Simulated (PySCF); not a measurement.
Level of theory: PBE-D3(BJ)/def2-TZVP // PBE0-D3(BJ)/def2-TZVP (PySCF 2.14.0). All species are isolated molecules in the gas phase. 

Reference species (SMILES): `N[SiH]=[SiH2]` (neutral, multiplicity 1).

- HOMO: -4.90 eV
- HOMO–LUMO gap: 2.50 eV

Changed species: `[H]/N=[SiH]/[SiH3]`.

**Question.** What does the change do to the HOMO and HOMO–LUMO gap?

**Answer.** the HOMO falls by 1.20 eV, to -6.10 eV; the HOMO–LUMO gap rises by 0.88 eV, to 3.38 eV.
